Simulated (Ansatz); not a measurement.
The cluster Os₃⁻, relaxed as a sextet with UKS PBE-D4/def2-TZVPD in Ansatz, starting from the PBE-D4/def2-TZVPD geometry of the charge -1 doublet. Force threshold 0.02 eV/Å.

In the def2 sets Os takes a core potential; there is no spin–orbit coupling. The highest occupied level of the charge -1 sextet lies above zero (up to 0.22 eV). The electron is either unbound and held by the finite basis, or the level is raised by self-interaction error. The structure comes from a short search, and lower isomers may exist.

Start:

```xyz
3

Os    0.707   -0.657    0.914
Os   -0.174   -0.588   -1.178
Os   -0.533    1.245    0.264
```

```json
{"step": "1", "energy (eV)": "-7405.9026", "largest force component (eV/Å)": "0.367", "SCF passes": "127"}
{"step": "2", "energy (eV)": "-7405.9053", "largest force component (eV/Å)": "0.235", "SCF passes": "61"}
{"step": "3", "energy (eV)": "-7405.9067", "largest force component (eV/Å)": "0.119", "SCF passes": "61"}
{"step": "4", "energy (eV)": "-7405.9083", "largest force component (eV/Å)": "0.120", "SCF passes": "105"}
{"step": "5 (rejected)", "energy (eV)": "-7405.9042", "largest force component (eV/Å)": "0.405", "SCF passes": "51"}
{"step": "6", "energy (eV)": "-7405.9092", "largest force component (eV/Å)": "0.054", "SCF passes": "45"}
{"step": "7", "energy (eV)": "-7405.9093", "largest force component (eV/Å)": "0.026", "SCF passes": "47"}
{"step": "8", "energy (eV)": "-7405.9098", "largest force component (eV/Å)": "0.031", "SCF passes": "54"}
{"step": "9", "energy (eV)": "-7405.9128", "largest force component (eV/Å)": "0.083", "SCF passes": "61"}
{"step": "10", "energy (eV)": "-7405.9132", "largest force component (eV/Å)": "0.058", "SCF passes": "48"}
{"step": "11", "energy (eV)": "-7405.9142", "largest force component (eV/Å)": "0.140", "SCF passes": "56"}
{"step": "12", "energy (eV)": "-7405.9151", "largest force component (eV/Å)": "0.021", "SCF passes": "46"}
{"step": "13", "energy (eV)": "-7405.9152", "largest force component (eV/Å)": "0.003", "SCF passes": "47"}
```

Force components are those of the run's own axes.

End:

```xyz
3

Os    0.740   -0.703    0.935
Os   -0.185   -0.547   -1.153
Os   -0.554    1.250    0.218
```

By distances, no bond broke or formed. The bond that changes most is Os1–Os3, from 2.36 to 2.45 Å (atoms count from 1).

No frequencies were taken in this run, so the end may be a saddle point.

Run time 34 s (4 threads of AMD EPYC 7B13 on a shared host).
